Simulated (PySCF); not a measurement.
AsBH₄.
SMILES with atom numbers: `[BH2:1][AsH2:2]` (hydrogens: H3, H4 on B1; H5, H6 on As2)

Method used: MP2 and CCSD/aug-cc-pVDZ in PySCF, restricted Hartree–Fock reference, frozen core, non-relativistic, gas phase, PBE0-D3(BJ)/def2-SVP geometry.

E(HF) = -2261.15385 Eh.

Problem. How large is the problem?

Solution. 95 basis functions and 42 electrons; 10 orbitals frozen, which leaves o = 11 correlated occupied and v = 74 virtual orbitals. That is o·v = 814 singles and o·v(o·v + 1)/2 = 331705 distinct closed-shell doubles amplitudes before symmetry; the costliest CCSD step grows as o²v⁴ = 3.6 × 10^9.

Problem. What are the MP2 and CCSD correlation energies?

Solution. MP2 -0.2322 Eh and CCSD -0.2711 Eh, which gives totals of -2261.38600 and -2261.42495 Eh. That is 0.335 eV for each correlated electron at CCSD (712 kJ/mol in all, 0.012 % of the total energy); MP2 gives 85.6 % of the CCSD value.

Problem. What is the T1 diagnostic?

Solution. 0.0137, below the customary warning level of 0.02. It is the norm of the spatial-orbital singles amplitudes over the root of the number of correlated electrons, so the norm is 0.064.

Problem. How does correlation change the dipole moment?

Solution. HF gives 0.69 D and CCSD (unrelaxed density) 0.46 D, a change of -0.23 D; the two vectors are 37° apart.

No triples correction and no basis-set extrapolation were made.

The job also held the EOM ionisation and excitation roots. On one thread of an x86-64 server, on a shared host, this took 76 s wall.

One conformer stands for the species.
